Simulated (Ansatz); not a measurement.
AsH2 (SMILES [AsH2]) moved off its minimum; all values from Ansatz (a program for electronic structure), cores frozen in correlated methods. Open shells are unrestricted.
(charge 0, multiplicity 2)
```xyz
3

As    -0.03591     0.05256    -0.02869
H     -1.12418    -0.97586    -0.06696
H      1.08509    -0.95678    -0.09157
```

```csv
level,largest force (eV/Å),on atom,rms difference from CCSD(T)/aug-cc-pVTZ (eV/Å),dipole (D)
HF/def2-TZVPP,0.44,As1,0.200,0.44
PBE/def2-TZVPP,1.15,As1,0.119,0.33
r2SCAN/def2-TZVPP,0.78,As1,0.065,0.41
B3LYP/def2-TZVPP,0.87,As1,0.013,0.30
wB97M-V/def2-TZVPP,0.65,As1,0.121,0.32
MP2/aug-cc-pVTZ,0.64,As1,0.118,0.38
CCSD(T)/aug-cc-pVTZ,0.88,As1,0.000,0.38
```

The differences count from one level among others, with limits of its own. Forces at CCSD(T)/aug-cc-pVTZ (eV/Å):

| atom | Fx | Fy | Fz |
|---|---|---|---|
| As1 | 0.163 | 0.864 | 0.041 |
| H2 | -0.309 | -0.516 | -0.022 |
| H3 | 0.146 | -0.349 | -0.019 |
